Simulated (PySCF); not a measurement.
Two-component Hartree-Fock for Br²⁺ (bromine, charge +2)

Start: [Ar] 3d10 4s1 4p4; 4s1/2 filled at m_j = +1/2; 4p1/2 filled at m_j = +1/2; 4p3/2 filled at m_j = -1/2, +1/2, +3/2. Calculated with PySCF 2.14 in x2c-TZVPall-2c with one added diffuse shell each of s, p, d type (7s8p5d1f, 63 functions): generalised Hartree-Fock with the X2C-1e Hamiltonian and a Gaussian nucleus; one run each with spin-orbit coupling (SO) switched off, then screened by Boettger's factors. This is a chosen level, not necessarily the ground level.

| spinor shell | electrons | ε, spin-free (eV) | ε, screened SO (eV) | weight of nominal j (screened SO) | rms radius, screened SO (bohr) |
| --- | --- | --- | --- | --- | --- |
| 1s1/2 | 2 | -13583.4 | -13583.0 | 1.000 | 0.0492 |
| 2s1/2 | 2 | -1851.5 | -1851.3 | 1.000 | 0.205 |
| 2p1/2 | 2 | -1630.8 | -1663.4 | 1.000 | 0.180 |
| 3s1/2 | 2 | -302.74 | -302.65 | 1.000 | 0.588 |
| 3p1/2 | 2 | -230.86 | -235.89 | 0.995 | 0.600 |
| 3p3/2 | 4 | -230.86 | -228.35 | 0.998 | 0.610 |
| 3d3/2 | 4 | -111.32 | -112.04 | 0.933 | 0.648 |
| 3d5/2 | 6 | -111.32 | -110.73 | 0.955 | 0.648 |
| 4s1/2 | 1 | -54.156 | -54.097 | 1.000 | 1.70 |
| 4p3/2 | 3 | -34.514 | -36.073 | 0.636 | 1.95 |
| 4p1/2 | 1 | -34.514 | -29.963 | 0.627 | 2.07 |

Q: Where does 2p3/2 lie, and what is the 2p spin-orbit splitting (screened SO)?

A: At -1615.1 eV, 48.259 eV above 2p1/2.

```tsv
quantity	spin-free	screened SO
E (hartree)	-2602.71941	-2602.86617
M_J	5/2	5/2
⟨J²⟩	8.761	8.761
⟨L²⟩	2.003	2.020
⟨S²⟩	3.757	3.748
```

Each row is a mean over spinors that exchange with the open shell spreads, by up to 1.523 eV (3s1/2).

Rows whose weight is well below 1 are mixtures of j = l ± 1/2: exchange outweighs spin-orbit coupling there, and the label is only the starting occupation.

Without spin-orbit coupling the j labels of p, d and f shells carry no meaning; the spin-free column gives the mean over the occupied spinors of each nl shell.
